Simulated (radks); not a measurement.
Problem. Species: Ir+. Configuration: [Xe] 4f14 5d7 6s1. Method: Dirac Kohn-Sham, BLYP, spin-unpolarised, spherical densities, finite nucleus; open shells fill j = l - 1/2 first; Fermi nuclear charge, rms radius 5.4032 fm; computed with a radial shooting solver on a logarithmic mesh with Libxc functionals. Some entries of the table are withheld. Estimate them.

orbital  occ.  eigenvalue (hartree)  <r^2> (bohr^2)
1s1/2       2                   (1)       0.0004197
2s1/2       2             -488.4776        0.006361
2p1/2       2             -468.0908        0.004516
2p3/2       4             -408.2641        0.005709
3s1/2       2             -114.4557         0.04140
3p1/2       2             -105.2883         0.03783
3p3/2       4             -92.18981         0.04431
3d3/2       4             -76.82485         0.03412
3d5/2       6             -73.99383         0.03590
4s1/2       2                   (2)          0.2024
4p1/2       2             -20.75924          0.2074
4p3/2       4             -17.65973          0.2412
4d3/2       4             -11.29750          0.2579
4d5/2       6             -10.72220          0.2702
5s1/2       2              -3.88297           1.076
5p1/2       2              -2.66590           1.284
4f5/2       6                   (3)          0.3463
4f7/2       8                   (4)          0.3567
5p3/2       4              -2.16615           1.538
5d3/2       4              -0.58097           3.204
5d5/2       3              -0.53483           3.480
6s1/2       1              -0.49691           8.371

Solution. 
(1) 1s1/2 eigenvalue (hartree): -2792.889
(2) 4s1/2 eigenvalue (hartree): -24.63251
(3) 4f5/2 eigenvalue (hartree): -2.63058
(4) 4f7/2 eigenvalue (hartree): -2.51594
